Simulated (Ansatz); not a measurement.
Geometry optimisation, DFT PBE-D3(BJ), scalar-relativistic, plane waves, PAW (Ansatz).

Input:

```yaml
crystal:
  lattice:
    - [5.48, 0.0, 0.0]
    - [2.74, 4.745819, 0.0]
    - [0.0, 0.0, 17.39496]
  atoms:
    - { symbol: Tc, position: [0.0, 0.0, 0.0574879] }
    - { symbol: Tc, position: [0.5, 0.0, 0.0574879] }
    - { symbol: Tc, position: [0.0, 0.5, 0.0574879] }
    - { symbol: Tc, position: [0.5, 0.5, 0.0574879] }
    - { symbol: Tc, position: [-0.1666667, 0.3333333, 0.1838165] }
    - { symbol: Tc, position: [0.3333333, 0.3333333, 0.1838165] }
    - { symbol: Tc, position: [-0.1666667, 0.8333333, 0.1838165] }
    - { symbol: Tc, position: [0.3333333, 0.8333333, 0.1838165] }
    - { symbol: Tc, position: [0.0, 0.0, 0.310145] }
    - { symbol: Tc, position: [0.5, 0.0, 0.310145] }
    - { symbol: Tc, position: [0.0, 0.5, 0.310145] }
    - { symbol: Tc, position: [0.5, 0.5, 0.310145] }
    - { symbol: C, position: [0.5002136, 0.2753845, 0.4199469] }
    - { symbol: H, position: [0.5347, 0.4196365, 0.4544397] }
    - { symbol: H, position: [0.4657272, 0.1311325, 0.4544397] }
basis:
  ecutwfc: 600.0
kpoints:
  mp_grid: { grid: [4, 4, 1] }
hamiltonian:
  xc: pbe
  dispersion: d3bj
scf:
  occupations: { method: fermi_dirac, width: 0.15 }
  lower_state_search: "off"
relax:
  f_tol: 0.03
  max_steps: 60
  adjacent_minimum: "off"
  constraints: [{ sites: [0, 1, 2, 3] }]
```

Command:

```bash
$ ansatz run input.yaml --threads 4 --pin off --max-ram 10240MiB --backend cpu --events-out ev --progress --plain --runs-dir out
```

Problem. Where does it end, and by what steps?

Solution. The forces met the threshold. Limits of this set-up: coarse k mesh, thin slab, slab without dipole correction. After 13 steps the energy has fallen by 1.464 eV; H14 moved furthest, 1.07 Å. Joined: Tc9–C13 (3.05 → 2.12 Å), Tc10–H15 (2.59 → 1.88 Å).

| step | energy less start (eV) | largest force component (eV/Å) | accepted |
| --- | --- | --- | --- |
| 0 | 0.0000 | 3.249 | yes |
| 1 | -0.5884 | 2.008 | yes |
| 2 | -0.8587 | 0.481 | yes |
| 3 | -0.9790 | 0.232 | yes |
| 4 | -1.0615 | 0.573 | yes |
| 5 | -1.1930 | 0.769 | yes |
| 6 | -1.3078 | 0.614 | yes |
| 7 | -1.3759 | 0.320 | yes |
| 8 | -1.3989 | 0.287 | yes |
| 9 | -1.4219 | 0.448 | yes |
| 10 | -1.4374 | 0.606 | yes |
| 11 | -1.4385 | 0.358 | yes |
| 12 | -1.4619 | 0.082 | yes |
| 13 | -1.4635 | 0.023 | yes |

```xyz
15
Lattice="5.4800 0.0000 0.0000 2.7400 4.7458 0.0000 0.0000 0.0000 17.3950" Properties=species:S:1:pos:R:3
Tc 0.000 0.000 1.000
Tc 2.740 0.000 1.000
Tc 1.370 2.373 1.000
Tc 4.110 2.373 1.000
Tc -0.015 1.575 3.117
Tc 2.741 1.578 3.110
Tc 1.367 3.959 3.110
Tc 4.101 3.949 3.012
Tc 0.011 -0.014 5.331
Tc 2.737 -0.001 5.289
Tc 1.357 2.367 5.120
Tc 4.099 2.390 5.331
C 4.142 0.809 6.740
H 4.564 1.053 7.726
H 3.162 0.238 7.102
```

Time of the run: 3 min on 4 threads of Intel(R) Xeon(R) Platinum 8488C (Sapphire Rapids) (shared host), peak memory 2.2 GiB.
